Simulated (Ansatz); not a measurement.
One change: `FC(Br)I` becomes `FC(I)CI`.

Ansatz, PBE0-D4/def2-TZVP geometries, multiplicity 1. Each molecule was computed in one conformer, which needn't be the lowest.

Elements past krypton have def2 core potentials. Scalar relativity is left out up to krypton.

```tsv
property	`FC(Br)I`
HOMO–LUMO gap (ωB97M-V/def2-TZVPP) / eV	10.09
HOMO energy (PBE/def2-TZVPP) / eV	-6.60
LUMO energy (PBE0/def2-TZVPP) / eV	-1.86
HOMO energy (PBE0/def2-TZVPP) / eV	-7.79
size of the dipole moment (PBE/def2-TZVPP) / D	0.99
LUMO energy (B3LYP/def2-TZVPP) / eV	-2.11
```

Problem. What does the change do to each property? (An estimate is asked.)

Solution. Ansatz gave: 
```csv
property,`FC(I)CI`,shift
HOMO–LUMO gap (ωB97M-V/def2-TZVPP) / eV,9.99,-0.10
HOMO energy (PBE/def2-TZVPP) / eV,-6.48,0.12
LUMO energy (PBE0/def2-TZVPP) / eV,-1.78,0.08
HOMO energy (PBE0/def2-TZVPP) / eV,-7.64,0.15
size of the dipole moment (PBE/def2-TZVPP) / D,1.15,0.16
LUMO energy (B3LYP/def2-TZVPP) / eV,-2.00,0.11
```

With PBE0 the HOMO rises by 0.15 eV and the LUMO rises by 0.08 eV, so the gap narrows by about 0.07 eV. PBE moves the HOMO by 0.12 eV and ωB97M-V by 0.13 eV. The zero-point energy changes by 73.9 kJ/mol with +9 modes. Dipoles are sizes alone; their direction can turn.

B3LYP here is the variant with VWN-RPA as its local correlation; programs differ in this.

Spin–orbit coupling is left out; it splits and shifts lone-pair levels of the heavy atoms by tenths of an eV.
